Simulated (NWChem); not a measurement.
SnPH₅; SMILES [PH2][SnH3]

```xyz
7

Sn     0.0000     0.5958    -0.0126
P      0.0000    -1.9510    -0.0749
H     -1.3960     1.1526    -0.8653
H      1.4210     1.1505    -0.8245
H     -0.0229     1.2282     1.5982
H     -1.0386    -2.0295     0.9234
H      1.0379    -2.0283     0.9242
```
Atoms are numbered in this order, from 1.

All runs: NWChem. Coordinates come from a PBE-D3(BJ)/def2-SVP optimisation. def2 effective core potentials on Sn; no spin-orbit coupling. Vertical excitations in the gas phase.

Q: Estimate the computed values for B3LYP/def2-SVPD, full TDDFT. Quantities: lowest excitation, singlet (eV); oscillator strength of that lowest state; orbital gap (eV).

A: 
```yaml
lowest excitation, singlet (eV): 5.91
oscillator_strength_of_that_lowest_state: 0.211
orbital gap (eV): 6.38
```
